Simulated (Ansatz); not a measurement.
Reaction (isomerisation): `CN[SiH](C)N` → `CN(C)N[SiH3]`

Gas-phase electronic energies from Ansatz, PBE0-D4/def2-TZVP geometries. CCSD(T)/CBS is the MP2 limit (def2-TZVPP, def2-QZVPP) plus CCSD(T) − MP2 in def2-TZVPP, frozen cores. DFT in def2-TZVPP. One conformer a species, not always the lowest.

Q: Is it downhill or uphill in electronic energy at CCSD(T)/CBS, and by how much? (An estimate is asked.)

A: Ansatz gave: Uphill: ΔE = +298.0 kJ/mol.

Q: What do these levels give: PBE-D4, r2SCAN-D4, PBE0-D4, ωB97X-V, HF/def2-TZVPP, SCS-MP2/def2-QZVPP? (An estimate is asked.)

A: Computed: PBE-D4 278.3, r2SCAN-D4 294.9, PBE0-D4 287.3, ωB97X-V 282.7, HF/def2-TZVPP 296.2, SCS-MP2/def2-QZVPP 299.3 kJ/mol.

Largest T1 diagnostic among the species: 0.010.

From PBE to PBE0 (25 % exact exchange), in def2-TZVPP and without D4, ΔE moves by +8.6 kJ/mol.
